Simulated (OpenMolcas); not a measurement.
Levels of Cu by method

| Property | Result |
| --- | --- |
| Program | OpenMolcas 26.06 |
| Basis | ANO-RCC-VTZP [6s5p3d2f1g] |
| Scalar Hamiltonian | DKH2, point nucleus |
| Active space | 11 electrons in 6 orbitals (3d 4s) |
| State averaging | 2S+1 = 2 even, 6 roots |
| Spin-orbit coupling | RASSI with atomic mean-field integrals over the reference wave functions, term energies averaged over their components |

Methods on the same reference wave functions:
A. CASSCF
B. SS-CASPT2, IPEA 0.25 Eh, imaginary shift 0.1 Eh (closed shells correlated: 3s 3p)

Energies in cm⁻¹ above 3d¹⁰ 4s ²S_1/2, the measured ground level; measured values from NIST Handbook of Basic Atomic Spectroscopic Data.

```tsv
Level	A	B	Measured
3d⁹ 4s² ²D_5/2	-22806	13473	11203
3d⁹ 4s² ²D_3/2	-20815	15465	13245
3d¹⁰ 4s ²S_1/2	0.0	0.0	0.0
```

A puts 3d⁹ 4s² ²D_5/2 lowest.

Deviations, from unrounded energies. A percentage is the sum of absolute deviations over the sum of measured energies, with the sign that they share, or ± where signs differ.

```
           Against measurement  Levels       A      B
mean absolute deviation (cm-1)       2   34000   2200
      other configurations (%)       2  -278.4  +18.4
```

B lies closest to measurement on these levels. The largest miss of B in the table is 3d⁹ 4s² ²D_5/2, by +2300 cm-1. The ranking rests on the paired levels alone, and a cruder setting can come out closer through cancelling errors.

The lowest spin-free term lies below A's lowest term by 0.883 hartree in B.

Over all roots computed the reference weight is 0.80 to 0.89 in B; the roots of lowest weight are the least certain, and an intruder state may touch them. A single d shell beside an s shell can misplace configurations of different d count against each other. Without dynamic correlation excited terms often stand tens of per cent too high (terms of higher spin than the ground term too low), and those without a measured partner can miss by more than the paired ones (holds for A). The lowest computed level is not the ground level that NIST lists (2S1/2) (holds for A). Computed and measured levels are paired by configuration, term and J; levels that our copy of the source lacks, or whose pairing is in doubt (as where it misses far off the trend of its configuration), stay unpaired and out of the deviations. Only configurations of the active space appear.
